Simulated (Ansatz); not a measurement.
Mulliken charges of `O=CC(F)(F)[SiH3]` from ωB97M-V/def2-TZVPP in Ansatz (PBE0-D4/def2-TZVP geometry).

| atom | x (Å) | y (Å) | z (Å) | charge (e) |
| --- | --- | --- | --- | --- |
| O1 | 1.839 | -0.436 | 1.425 | -0.228 |
| C2 | 0.992 | -0.955 | 0.762 | 0.070 |
| C3 | 0.419 | -0.318 | -0.495 | 0.281 |
| F4 | -0.059 | -1.324 | -1.292 | -0.195 |
| F5 | 1.405 | 0.316 | -1.179 | -0.176 |
| Si6 | -1.010 | 0.936 | -0.124 | 0.135 |
| H7 | 0.520 | -1.923 | 1.028 | 0.097 |
| H8 | -2.034 | 0.227 | 0.681 | -0.004 |
| H9 | -1.555 | 1.356 | -1.435 | 0.006 |
| H10 | -0.434 | 2.070 | 0.632 | 0.013 |

Q: By hand: the dipole of these point charges (1 e Å = 4.8032 D).

A: Σ q r = (-0.561, 0.120, 0.129) e Å, of length 0.588 e Å = 2.82 D.

Q: How does the dipole of the full density compare? (An estimate is asked.)

A: Ansatz gave: (-0.515, -0.003, 0.054) e Å, 2.49 D; the point charges give 1.13 times that, at 14° from its direction.

Point charges leave out the atoms' own dipoles, such as those of lone pairs, and Mulliken's split depends on the basis, so the close match here is no proof of good charges.
